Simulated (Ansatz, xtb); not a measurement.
## Relative energy of two isomers of C5H6GeN2

Structure a: `C#Cc1cn[n]([GeH3])c1`, a singlet. Structure b: `C#Cc1cc[n]([GeH3])n1`, a singlet. Both are isolated molecules in the gas phase, relaxed with B3LYP/def2-SVP.

**Question.** Estimate which is lower in electronic energy at CCSD(T)/def2-SVP + ΔMP2/def2-TZVPP, and by roughly how much.

**Answer.** CCSD(T)/def2-SVP + ΔMP2/def2-TZVPP gives E(b) − E(a) = +3.75 kJ/mol, slightly favouring structure a, which is too small a margin to settle the true order.

The same difference at several levels:

```
                             level        geometry  E(b) − E(a) (kJ/mol)  departure from the last row (kJ/mol)  job, with rough time for the two
                          GFN2-xTB        GFN2-xTB                   +2.88                                 −0.87              optimisation, 0.29 s
                         HF/STO-3G        GFN2-xTB                   +5.87                                 +2.12              single point, 0.92 s
                r2SCAN-D4/def2-SVP        GFN2-xTB                   +5.82                                 +2.07               single point, 8.4 s
                    B3LYP/def2-SVP  B3LYP/def2-SVP                   +5.54                                 +1.79             optimisation, 2.4 min
                       HF/def2-SVP  B3LYP/def2-SVP                   +8.88                                 +5.13           part of the CCSD(T) run
                      MP2/def2-SVP  B3LYP/def2-SVP                   +2.58                                 −1.17           part of the CCSD(T) run
                  CCSD(T)/def2-SVP  B3LYP/def2-SVP                   +5.39                                 +1.64                      single point
CCSD(T)/def2-SVP + ΔMP2/def2-TZVPP  B3LYP/def2-SVP                   +3.75                                                     single point, 5 min
```

As drawn, both hold the same kinds of bond in the same numbers.

The largest departure from CCSD(T)/def2-SVP + ΔMP2/def2-TZVPP is that of HF/def2-SVP, 5.13 kJ/mol. The last row adds to CCSD(T) the change of the MP2 difference between the two basis sets, here −1.64 kJ/mol.

With thermal terms from frequencies at re-optimised GFN2-xTB minima (ideal gas, soft modes damped towards free rotors, one conformer each, 298.15 K, 1 atm): on the last row, ΔE + ΔZPE = +3.80, ΔH = +3.62, ΔG = +3.57 kJ/mol.

The correlated steps freeze 16 core orbitals; the filled d shell of Ge is correlated, in a basis made for valence electrons. Programs: Ansatz 0.2.0, xtb 6.7.1; the last row on 2 threads of Arm Neoverse V2 on a shared host.
